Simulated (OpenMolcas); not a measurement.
# Cd: effect of the active space

```yaml
Program: OpenMolcas
Method: SS-CASPT2 or its RAS form, IPEA 0.25 Eh, imaginary shift 0.1 Eh
Basis: ANO-RCC-VTZP
Scalar_Hamiltonian: DKH2, point nucleus
Spin-orbit_coupling: RASSI with atomic mean-field integrals over the reference wave functions, term energies averaged over their components
```

A. 2 electrons in 4 orbitals (5s 5p); 2S+1 = 3 even, 3 roots; 2S+1 = 1 even, 1 root; 2S+1 = 3 odd, 3 roots; 2S+1 = 1 odd, 3 roots; closed shells correlated: 4d; CASPT2 step about 2.2 core-seconds
B. 2 electrons in 8 orbitals (5s 5p 6s 6p); 2S+1 = 3 even, 3 roots; 2S+1 = 1 even, 1 root; 2S+1 = 3 odd, 3 roots; 2S+1 = 1 odd, 3 roots; closed shells correlated: 4d; CASPT2 step about 3 core-seconds
C. 2 electrons in 9 orbitals (RAS2 5s 5p; RAS3 5d, at most 2 electrons); 2S+1 = 3 even, 3 roots; 2S+1 = 1 even, 6 roots; 2S+1 = 3 odd, 3 roots; 2S+1 = 1 odd, 3 roots; closed shells correlated: 4d; CASPT2 step of the order of 6 core-seconds

Energies in cm⁻¹ above 5s² ¹S₀, the measured ground level; measured values from NIST Handbook of Basic Atomic Spectroscopic Data.

```
     Level      A      B      C  Measured
   5s² ¹S₀    0.0    0.0    0.0       0.0
5s 5p ³P°₀  29611  29516  28175     30114
5s 5p ³P°₁  30069  29973  28636     30656
5s 5p ³P°₂  31029  30933  29612     31827
5s 5p ¹P°₁  45551  45259  43459     43692
```

Deviations, from unrounded energies. A percentage is the sum of absolute deviations over the sum of measured energies, with the sign that they share, or ± where signs differ.

```tsv
Against measurement	Levels	A	B	C
mean absolute deviation (cm-1)	4	940	940	1600
other configurations (%)	4	±2.7	±2.7	-4.7
```

A, B lie about equally close to measurement and C furthest from it. The largest miss of B in the table is 5s 5p ¹P°₁, by +1600 cm-1. The ranking rests on the paired levels alone, and a cruder setting can come out closer through cancelling errors.

Among A to C the level of the table that moves most is 5s 5p ¹P°₁, by 2100 cm-1 (lowest in C, highest in A).

Active for correlation alone: 6p 6s; no level in the range computed is led by a configuration that fills them, so any true level of that kind is missing (holds for B). Active for correlation alone: 5d; no level in the range computed is led by a configuration that fills it, so any true level of that kind is missing (holds for C). Computed and measured levels are paired by configuration, term and J; levels that our copy of the source lacks, or whose pairing is in doubt (as where it misses far off the trend of its configuration), stay unpaired and out of the deviations. Only configurations of the active space appear. The table leaves out levels that lie high or whose names do not pair safely across all columns.

° marks odd parity.
